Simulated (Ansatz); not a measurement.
Reaction (ligand exchange at the Sn–C bond): `[CH3][SnH]([CH3])[OH]` + H₂S → `[CH3][SnH]([OH])[SH]` + CH₄

Gas-phase electronic energies from Ansatz, PBE0-D4/def2-TZVP geometries. CCSD(T)/CBS adds triple-zeta CCSD(T) − MP2 to the extrapolated MP2 energy (def2 sets, frozen cores). This one scheme is used for every species. Functionals use def2-TZVPP. B3LYP here is the variant with VWN-RPA as its local correlation; programs differ in this. Elements past krypton have def2 core potentials. For Sn outer-core shells are correlated without core-valence functions, which leaves a few kJ/mol of doubt a bond. Each species was taken in one conformer, which may not be the lowest.

| level | ΔE (eV) |
| --- | --- |
| PBE0-D4 | -1.00 |
| r2SCAN0-D4 | -1.02 |
| CAM-B3LYP-D4 | -0.96 |
| ωB97M-V | -0.95 |
| B3LYP | -0.99 |
| LC-ωPBE | -0.93 |
| CCSD(T)/def2-SVP | -0.97 |
| CCSD/def2-TZVPP | -0.89 |

What does CCSD(T)/CBS give? (An estimate is asked.)

Ansatz gave: -0.94 eV. The listed levels differ from it by -0.06, -0.08, -0.02, -0.01, -0.05, 0.01, -0.03, 0.05 eV.

Largest T1 diagnostic among the species: 0.012.

In def2-TZVPP, CCSD(T) changes the Hartree–Fock value by +0.11 eV (the triples alone add −0.01 eV) and MP2 by +0.07 eV. At CCSD(T), def2-SVP lies −0.03 eV from the extrapolated value and def2-TZVPP +0.03 eV.
